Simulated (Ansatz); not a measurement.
Basis-set extrapolation for `CO[SiH2][S]` radical (PBE0-D4/def2-TZVP geometry, frozen core, Ansatz 0.2.0). Multiplicity 2, UHF reference.

|  | def2-TZVPP | def2-QZVPP |
| --- | --- | --- |
| HF | -802.220407 | -802.246595 |
| MP2 correlation | -0.674476 | -0.728473 |
| CCSD(T) correlation | -0.752101 | not run |

Energies in hartree. Use E(X) = E(∞) + A·exp(−7.88·√X) for Hartree–Fock and E(X) = E(∞) + B·X^(−2.97) for correlation, with X = 3 and 4, and add CCSD(T) minus MP2 of the smaller set to the MP2 limit.

What is the CCSD(T) energy at the basis-set limit?

HF limit: -802.246595 + (-0.026188) × 0.13774 = -802.25020. MP2 limit: -0.728473 + (-0.053997) × 0.74074 = -0.76847. Higher-order term: -0.752101 − (-0.674476) = -0.07763. Total: -803.09630 hartree, 77.7 kcal/mol below CCSD(T)/def2-TZVPP.
